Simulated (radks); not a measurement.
Results of a calculation; reference values are marked as such.
Coulomb parameter of the 3d shell of the titanium ion Ti+ in the model configuration [Ar] 3d2 4s1, as a second difference U = [E(n + 1) + E(n - 1) - 2 E(n)] / (1)^2 with all orbitals relaxed. "Bare": the charge of the atom changes with n. "Screened": the 4s shell takes up the change at fixed total charge, which measures U(3d,3d) + U(4s,4s) - 2 U(3d,4s). Level of theory: scalar-relativistic Kohn-Sham, PBE, spin-unpolarised, spherical densities, point nucleus (a radial shooting solver on a logarithmic mesh with Libxc functionals).

case         configuration  E - E(n) (eV)
start         [Ar] 3d2 4s1          0.000
bare +1       [Ar] 3d3 4s1         -6.241
bare -1       [Ar] 3d1 4s1         17.810
screened +1       [Ar] 3d3          0.048
screened -1   [Ar] 3d1 4s2          2.398

U(bare) = 11.569 eV, U(screened by 4s) = 2.445 eV, against the Slater integral F0(3d,3d) = 16.747 eV with frozen orbitals.
